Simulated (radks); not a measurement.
Values are calculated unless marked as measured or tabulated.
The lanthanum ion La46+, 11 electrons, occupied as [Ne] 3s1.

Code: a radial shooting solver on a logarithmic mesh with Libxc functionals. Model: Dirac Kohn-Sham, exchange-only PBE, spin-unpolarised, spherical densities, finite nucleus; Fermi nuclear charge, rms radius 4.855 fm.

Energy parts (eV):
part                  energy
total             -174049.83
kinetic            188922.16
electron-nucleus  -377631.52
Hartree             17442.18
exchange            -2782.66

Orbitals (lengths in bohr, moments of r in powers of bohr; <r^-3> diverges for s and p1/2):
| orbital | occ. | eigenvalue (eV) | <r^-3> | small-component weight |
|---|---|---|---|---|
| 1s1/2 | 2 | -41925.12 | - | 4.45e-02 |
| 2s1/2 | 2 | -9167.206 | - | 9.97e-03 |
| 2p1/2 | 2 | -8865.344 | - | 9.94e-03 |
| 2p3/2 | 4 | -8435.506 | 6950 | 9.40e-03 |
| 3s1/2 | 1 | -3761.909 | - | 3.93e-03 |

The highest occupied level is 3s1/2 at -3761.9 eV. The density falls to 0.001 e/bohr^3 at r = 0.65 bohr. Summed over all electrons, <r^2> = 0.1619 bohr^2, which gives a Langevin (diamagnetic) susceptibility term of -0.128 x 10^-6 cm^3/mol. The electron density at the nucleus is 3.485e+05 e/bohr^3. For comparison, the ionisation energy in NIST's Atomic Spectra Database is 3800 eV (theoretical). In exact Kohn-Sham theory the highest level is minus the ionisation energy, but local and semilocal functionals leave it too shallow, through self-interaction and a potential that decays too fast; potentials with the right tail come closer.

Beside tabulated values, note that spin-unpolarised runs miss the spin-polarisation part of the exchange energy of open shells.
